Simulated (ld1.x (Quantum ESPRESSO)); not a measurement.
Co: one change to a TM potential, before and after

```json
{
 "Element": "Co (Z = 27)",
 "Generator": "ld1.x (Quantum ESPRESSO) 7.5",
 "Type": "norm-conserving Troullier–Martins (Kleinman–Bylander form)",
 "Functional": "LDA (PZ)",
 "Relativity": "scalar-relativistic",
 "Frozen core": "[Ne] 3s2",
 "Valence charge": "15",
 "Reference configuration": "3p6 3d7 4s1 4p0 (charge +1)",
 "Partial waves": "3p (bound): rc 0.80 bohr; 3d (bound): rc 0.95 bohr; 4s (bound): rc 1.70 bohr",
 "Local potential": "the s channel",
 "Core correction": "none"
}
```

All-electron outer shells of the reference configuration (LDA (PZ), scalar-relativistic, ld1.x):

| shell | level (eV) | outermost node (bohr) | outermost maximum (bohr) |
| --- | --- | --- | --- |
| 3s | -110.77 | 0.31 | 0.67 |
| 3p | -74.42 | 0.28 | 0.68 |
| 3d | -17.28 | – | 0.66 |
| 4s | -13.08 | 0.96 | 2.18 |
| 4p | -7.68 | 1.04 | 2.73 |

Change: all radii scaled by about 0.75 (s 1.28, p 0.60, d 0.72 bohr).

Cutoffs: the cutoffs (Ry, on a coarse ladder) from which the occupation-weighted sum of valence levels, in a spherical-Bessel basis at the reference potential, stays within 10 and 1 mRy of its value at 400 Ry; they do not see the model core or the augmentation charge, which bear on the density cutoff. Errors are all-electron minus pseudo energies relative to the spin-unpolarised reference configuration.

Question: How do hardness, ghosts and transferability respond?

Answer: A bound ghost appears in s, which as a rule spoils a file; the number of tests that count goes from 9 to 8; of the 8 tests that both files solve, the error grows in 2 and shrinks in 2 by more than 15 % and 0.3 meV (median size 376.3 → 413.4 meV).

```csv
quantity,base,changed
"cutoff, loose",230 Ry,over 300 Ry
"cutoff, tight",over 300 Ry,over 300 Ry
loose cutoff by channel (10 mRy a level),"p 110 Ry, d 200 Ry, s 18 Ry","p 300 Ry, d 300 Ry, s 110 Ry"
bound ghosts,none,s (extra level of the local part)
"tests counted (converged, no solver errors)",9 of 9,8 of 9
"error for 3p6 3d7 4s2 4p0, meV [ΔE -9.30 eV]",-2.2,+15
"error for 3p6 3d7 4s0 4p0, meV [ΔE 17.08 eV]",-12,+3.9
"error for 3p6 3d6 4s0 4p0, meV [ΔE 53.27 eV]",-293,-301
"error for 3p6 3d7 4s0 4p1, meV [ΔE 5.45 eV]",-1165,-812
"error for 3p6 3d7.5 4s1.5 4p0, meV [ΔE -10.28 eV]",-31,+39
"error for 3p6 3d5 4s0 4p0, meV [ΔE 108.92 eV]",-1392,-1402
"error for 3p6 3d7 4s1 4p0 (spin-polarised), meV [ΔE -2.58 eV]",+460,+526
"error for 3p6 3d7 4s2 4p0 (spin-polarised), meV [ΔE -11.28 eV]",+464,+530
```

Base: These tests converged, but a pseudo level misses the all-electron one widely, so the file describes the atom poorly there or has found another state: 3p6 3d6 4s0 4p0: empty 4p by 3.0 eV; 3p6 3d5 4s0 4p0: empty 4p by 4.7 eV (a node warning on the way). Changed file: Tests not counted: 3p6 3d6 4s2 4p0 (solver errors, printed error -2897 eV). These tests converged, but a pseudo level misses the all-electron one widely, so the file describes the atom poorly there or has found another state: 3p6 3d6 4s0 4p0: empty 4s by 8.1 eV (a node warning on the way). A true bound ghost makes a file unfit for plane-wave use even where its test errors are small: the radial tests pick states by their node count and pass the ghost by. Where a test does run into it, the solver fails or the error is huge.
